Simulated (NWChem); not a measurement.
Species: C₃H₈S; SMILES CCSC

```xyz
12

C      0.4799     1.8649     0.2995
C     -0.4434     0.9494    -0.5045
S     -0.6654    -0.7365     0.1923
C      0.9838    -1.4576    -0.1218
H      0.5272     2.8585    -0.1642
H      0.1192     1.9806     1.3264
H      1.5015     1.4724     0.3421
H     -1.4569     1.3634    -0.5392
H     -0.1006     0.8548    -1.5418
H      1.7695    -0.9474     0.4425
H      1.2254    -1.4394    -1.1896
H      0.9396    -2.4988     0.2089
```
Atoms are numbered in this order, from 1.

Coordinates come from a B3LYP/6-31G* (spherical d) optimisation.

Q: List the 4 lowest vertical singlet excitations from CAM-B3LYP/def2-SVPD, TDA (NWChem).

A: 
```
state  energy (eV)  oscillator strength  leading excitation (squared amplitude)
-----  -----------  -------------------  --------------------------------------
S1            5.48                0.000                    HOMO → LUMO+1 (0.49)
S2            6.11                0.038                      HOMO → LUMO (0.46)
S3            6.45                0.009                    HOMO → LUMO+2 (0.76)
S4            6.95                0.031                    HOMO → LUMO+3 (0.86)
```
